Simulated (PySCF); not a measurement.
Excitation energy of C²⁺ by level of theory

C²⁺ [He] 2s2 (1S) → C²⁺ [He] 2s1 3d1 (3D), as a difference of total energies. Computed with PySCF 2.14 in aug-cc-pCVTZ-DK (7s6p4d2f, 59 functions), with scalar relativity by spin-free X2C-1e. Correlated levels: valence: 1s2 frozen; valence and next inner shell: nothing frozen. The calculations carry no spin-orbit coupling.

| method | excitation energy (cm⁻¹) |
| --- | --- |
| UHF | 255960 |
| LDA | 256590 |
| PBE | 255910 |
| PBE0 | 257750 |
| r2SCAN | 256070 |
| B2PLYP | 262010 |
| wB97M-V | 260300 |
| TPSSh | 258160 |
| r2SCANh | 256760 |
| MP2 (valence) | 264580 |
| SCS-MP2 (valence) | 267240 |
| MP2 (valence and next inner shell) | 265060 |
| SCS-MP2 (valence and next inner shell) | 267660 |

The promoted electron is Rydberg-like, and one or two diffuse shells describe it only roughly, which tends to raise the upper state.
